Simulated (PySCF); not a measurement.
ClGeH3O, SMILES [OH][GeH2][Cl]. Geometry optimised at PBE0-D3(BJ)/def2-TZVP. The values are those of a single conformer.

Computed equilibrium geometry at PBE0-D3(BJ)/def2-TZVP (PySCF confirms it by a frequency run) as a Z-matrix (one conformer of several):
```
Ge
O 1 1.7651
H 2 0.9603 1 113.14
H 1 1.5261 2 105.59 3 176.33
H 1 1.5343 4 115.84 2 -123.89
Cl 1 2.1547 4 108.85 5 -119.36
```
Charge 0, spin multiplicity 1.
